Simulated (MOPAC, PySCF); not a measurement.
H₃In, SMILES `[InH3]`, neutral singlet in the gas phase. 

Cartesian coordinates (Å):
SMILES: [InH3]
```xyz
4

In    -0.0001    -0.0001     0.0000
H     -0.0954     1.7158    -0.0265
H     -1.4382    -0.9408     0.0037
H      1.5337    -0.7749     0.0229
```
Charge 0, multiplicity 1.

All levels are single points at this geometry (CAM-B3LYP-D3(BJ)/def2-TZVP); Pople sets use spherical d functions. Orbital energies aren't observables, and empty levels follow the basis.

```json
[
 {"level": "CAM-B3LYP-D3(BJ)/def2-TZVP in PySCF", "HOMO (eV)": "-9.55", "LUMO (eV)": "-1.12", "gap (eV)": "8.43", "dipole (D)": "0.00", "vertical IE, Delta-SCF (eV)": "10.71"},
 {"level": "PBE-D3(BJ)/def2-TZVP in PySCF", "HOMO (eV)": "-7.00", "LUMO (eV)": "-2.64", "gap (eV)": "4.36", "dipole (D)": "0.00", "vertical IE, Delta-SCF (eV)": "–"},
 {"level": "TPSSh-D3(BJ)/def2-TZVP in PySCF", "HOMO (eV)": "-7.64", "LUMO (eV)": "-2.17", "gap (eV)": "5.47", "dipole (D)": "0.00", "vertical IE, Delta-SCF (eV)": "10.47"},
 {"level": "B3LYP/6-311+G** (LANL2DZ on In) in PySCF", "HOMO (eV)": "-8.04", "LUMO (eV)": "-1.99", "gap (eV)": "6.05", "dipole (D)": "0.00", "vertical IE, Delta-SCF (eV)": "–"},
 {"level": "B3LYP/LANL2DZ in PySCF", "HOMO (eV)": "-8.11", "LUMO (eV)": "-2.03", "gap (eV)": "6.08", "dipole (D)": "0.00", "vertical IE, Delta-SCF (eV)": "–"},
 {"level": "M06-2X/6-31G* (LANL2DZ on In) in PySCF", "HOMO (eV)": "-9.35", "LUMO (eV)": "-1.37", "gap (eV)": "7.98", "dipole (D)": "0.00", "vertical IE, Delta-SCF (eV)": "–"},
 {"level": "PBE/6-31G* (LANL2DZ on In) in PySCF", "HOMO (eV)": "-7.17", "LUMO (eV)": "-2.61", "gap (eV)": "4.55", "dipole (D)": "0.00", "vertical IE, Delta-SCF (eV)": "–"},
 {"level": "PM6 in MOPAC", "HOMO (eV)": "-11.43", "LUMO (eV)": "2.71", "gap (eV)": "14.14", "dipole (D)": "0.00", "vertical IE, Delta-SCF (eV)": "–"},
 {"level": "PM7 in MOPAC", "HOMO (eV)": "-10.81", "LUMO (eV)": "2.46", "gap (eV)": "13.27", "dipole (D)": "0.00", "vertical IE, Delta-SCF (eV)": "–"}
]
```
